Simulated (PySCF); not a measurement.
Field gradients at the hydrogen positions

C5H6FGeNO2.
Z-matrix (Å and degrees, PBE0-D3(BJ)/def2-SVP geometry), rows numbered from 1:
```
F 
C   1  1.3258
C   2  1.3348  1  121.37
C   3  1.4503  2  123.78  1   179.57
N   4  1.3157  3  120.42  2  -179.56
O   5  1.3532  4  107.00  3   179.80
C   6  1.3410  5  110.17  4     0.01
C   7  1.3656  6  109.25  5    -0.01
O   8  1.3391  4  124.54  3     0.27
Ge  9  1.8089  8  122.54  4  -176.79
H   2  1.0924  1  113.66  3   179.95
H   3  1.0926  2  119.59  1    -0.20
H   7  1.0877  6  116.64  5  -180.00
H  10  1.5370  9  107.58  8   -61.79
H  10  1.5284  9  103.04  8   178.29
H  10  1.5370  9  107.36  8    58.22
```

Level: PBE0/pcSseg-1 (PySCF, non-relativistic); Q(2H) = 0.00286 b; rigid geometry, the same for H and D, with no vibrational averaging.

Question: Rank these positions by the coupling χzz of a deuteron there, largest first.
A. H11 (vinylic hydrogen)
B. H16 (Ge–H hydrogen)
C. H13 (aromatic hydrogen)
D. H12 (vinylic hydrogen)

Answer: C (208 kHz), D (203 kHz), A (195 kHz), B (88 kHz).

Q: Tabulate Vzz, the asymmetry η and χzz = 234.96 MHz × Q × Vzz for every hydrogen position.

A: 
```json
{"atom": "H11", "bonded to": "C2", "bond length (Å)": "1.092", "Vzz (au)": "0.2898", "η": "0.10", "χzz (kHz)": "195"}
{"atom": "H12", "bonded to": "C3", "bond length (Å)": "1.093", "Vzz (au)": "0.3019", "η": "0.08", "χzz (kHz)": "203"}
{"atom": "H13", "bonded to": "C7", "bond length (Å)": "1.088", "Vzz (au)": "0.3103", "η": "0.13", "χzz (kHz)": "208"}
{"atom": "H14", "bonded to": "Ge10", "bond length (Å)": "1.537", "Vzz (au)": "0.1309", "η": "0.03", "χzz (kHz)": "88"}
{"atom": "H15", "bonded to": "Ge10", "bond length (Å)": "1.528", "Vzz (au)": "0.1353", "η": "0.04", "χzz (kHz)": "91"}
{"atom": "H16", "bonded to": "Ge10", "bond length (Å)": "1.537", "Vzz (au)": "0.1309", "η": "0.03", "χzz (kHz)": "88"}
```

Q: Average by the element that carries the hydrogen.

A: on C: 202 kHz over 3 positions, mean bond length 1.091 Å; on Ge: 89 kHz over 3 positions, mean bond length 1.534 Å.

Q: Give the 2H NMR doublet splittings at H14 for a magnetic field along the z, y and x axes of the gradient: 3χ/2, 3χ(1 + η)/4, 3χ(1 − η)/4.

A: With |χ| = 87.9 kHz and η = 0.026: 132, 68 and 64 kHz, to first order and without motion.

Geometry: PBE0-D3(BJ)/def2-SVP, one conformer, isolated molecule. The calculation is non-relativistic, for germanium too. With so small a basis the couplings can be 20 % off.
